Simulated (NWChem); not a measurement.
Molecule: C3H4F2Si; SMILES [SiH](C=C=C)(F)F

```xyz
10

C     -0.0197    -3.0710     0.3324
C      0.0608    -1.9039    -0.2497
C      0.1355    -0.7104    -0.7901
Si    -0.0183     0.7766     0.2871
F     -1.2470     1.6992    -0.2127
F      1.2972     1.7038     0.1446
H     -0.9830    -3.5777     0.4478
H      0.8757    -3.5755     0.7090
H      0.2875    -0.6142    -1.8740
H     -0.2175     0.4312     1.7097
```
Atoms are numbered in this order, from 1.

Level: PBE0/def2-SVP (NWChem), optimised geometry, unscaled harmonic frequencies. 

### Question
List the harmonic frequencies with IR intensities, and the thermochemistry.

### Answer
```
frequency (cm⁻¹)  IR intensity (km/mol)
----------------  ---------------------
39                                  0.3
116                                 0.9
195                                 0.1
270                                27.6
353                                28.7
359                                10.2
469                                15.8
501                                 7.2
775                                73.4
829                                21.1
835                                23.0
849                                70.0
874                                19.0
895                               310.6
967                               200.4
975                                18.1
1072                                4.9
1257                               70.0
1430                                4.1
2073                              205.4
2326                               87.3
3160                                4.9
3163                                3.3
3257                                2.6
```

```yaml
zero_point_energy: 38.6 kcal/mol
thermal correction to the enthalpy at 298.15 K (with zero-point energy): 43.7 kcal/mol
heat capacity Cv: 24.1 cal/(mol K)
entropy at 298.15 K and 1 atm (symmetry number 1): 84.8 cal/(mol K)
dipole_moment: 2.66 D
```

Rigid rotor and harmonic oscillator; modes under 100 cm⁻¹ make the entropy uncertain.
